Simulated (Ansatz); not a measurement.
# Match the barriers

Saddle point of BH₂Cl₃O₂, singlet (BCl₃ ([Cl][B]([Cl])[Cl]) + H₂O₂ ([OH][OH]) → BHCl₂O₂ ([OH][O][B]([Cl])[Cl]) + HCl; bonds formed: Cl2–H5; dative contacts that become bonds: B1–O6; bonds broken: B1–Cl2, H5–O6), PBE0-D4/def2-TZVP structure:

| atom | x (Å) | y (Å) | z (Å) |
| --- | --- | --- | --- |
| B1 | -0.3998 | -0.5418 | -0.3592 |
| Cl2 | 1.1488 | 0.3058 | -1.6769 |
| Cl3 | -0.4893 | -2.2524 | -0.7199 |
| Cl4 | -1.8541 | 0.4640 | -0.4468 |
| H5 | 1.3065 | 0.0866 | -0.2014 |
| O6 | 0.5313 | -0.2602 | 0.7675 |
| O7 | 0.3185 | 0.9582 | 1.4765 |
| H8 | -0.5619 | 1.2397 | 1.1603 |

Computed with Ansatz 0.2.0 (basis: def2-TZVPP, with def2-QZVPP for the basis limit); correlated methods freeze the cores. Extrapolation: Hartree–Fock as exp(−7.88 √X), correlation as X^−2.97. Four methods, as single points on the PBE0-D4 structures, gave these electronic barriers from the start structure: 0.730, 0.911, 1.007, 1.399 eV.

Task: The methods were, in alphabetical order, CCSD(T), HF, PBE-D4, PBE0-D4. Which gave which? (A judgement: the text doesn't fix the answer.)

Result: By the calculation: PBE-D4 0.730; PBE0-D4 0.911; CCSD(T) 1.007; HF 1.399 eV. For comparison, CCSD(T) at an estimated basis limit (MP2 extrapolated from triple and quadruple zeta, plus CCSD(T) − MP2 in triple zeta) gives 1.025 eV.

The T1 diagnostic stays at or below 0.013.

Labels in which every atom is bracketed show which atoms are joined, not bond orders.

For scale, one of the runs: CCSD(T)/def2-TZVPP, 247 basis functions, launched by `ansatz run in.yaml --threads 8 --pin off --events-out ev --progress --plain --max-ram 19148MiB`. Time: 120 s of wall clock on 8 CPU threads of an Arm Neoverse V1; the host was shared. Peak host memory: 5.1 GiB.
